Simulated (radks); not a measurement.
The molybdenum ion Mo3+, configuration [Kr] 4d1 5s2 (not the ground configuration).

Calculated with a radial shooting solver on a logarithmic mesh with Libxc functionals: scalar-relativistic Kohn-Sham, LDA (Slater exchange, Perdew-Wang correlation), spin-polarised, spherical densities, finite nucleus; open shells are filled with parallel spins first (spin-orbit coupling, left out, can overturn this in heavy ions); Fermi nuclear charge, rms radius 4.4091 fm.

Energy parts (eV):
part                       energy
total                 -109987.696
kinetic                113376.973
electron-nucleus      -263559.866
Hartree                 43399.120
exchange-correlation    -3203.923

Orbitals (lengths in bohr, moments of r in powers of bohr; r(max) is where P^2 peaks):
| orbital | occ. | eigenvalue (eV) | <1/r> | r(max) |
|---|---|---|---|---|
| 1s up | 1 | -19837.58 | 43.50 | 0.02290 |
| 1s down | 1 | -19837.58 | 43.50 | 0.02290 |
| 2s up | 1 | -2840.496 | 9.792 | 0.1298 |
| 2s down | 1 | -2840.344 | 9.792 | 0.1298 |
| 2p up | 3 | -2545.902 | 9.528 | 0.1036 |
| 2p down | 3 | -2545.783 | 9.528 | 0.1036 |
| 3s up | 1 | -518.7947 | 3.362 | 0.3840 |
| 3s down | 1 | -518.6843 | 3.362 | 0.3840 |
| 3p up | 3 | -422.2815 | 3.200 | 0.3773 |
| 3p down | 3 | -422.1609 | 3.200 | 0.3773 |
| 3d up | 5 | -264.8287 | 2.971 | 0.3217 |
| 3d down | 5 | -264.6664 | 2.971 | 0.3217 |
| 4s up | 1 | -105.6466 | 1.262 | 0.9794 |
| 4s down | 1 | -104.8762 | 1.264 | 0.9782 |
| 4p up | 3 | -78.9100 | 1.135 | 1.053 |
| 4p down | 3 | -78.0991 | 1.136 | 1.052 |
| 4d up | 1 | -40.3150 | 0.8704 | 1.264 |
| 4d down | 0 | -39.5122 | 0.8683 | 1.263 |
| 5s up | 1 | -30.7188 | 0.5152 | 2.361 |
| 5s down | 1 | -30.3498 | 0.5100 | 2.375 |

The highest occupied level is 5s down at -30.350 eV. The configuration is held as typed, so some empty levels lie below it. The electron density at the nucleus is 9.233e+04 e/bohr^3 (large components only).
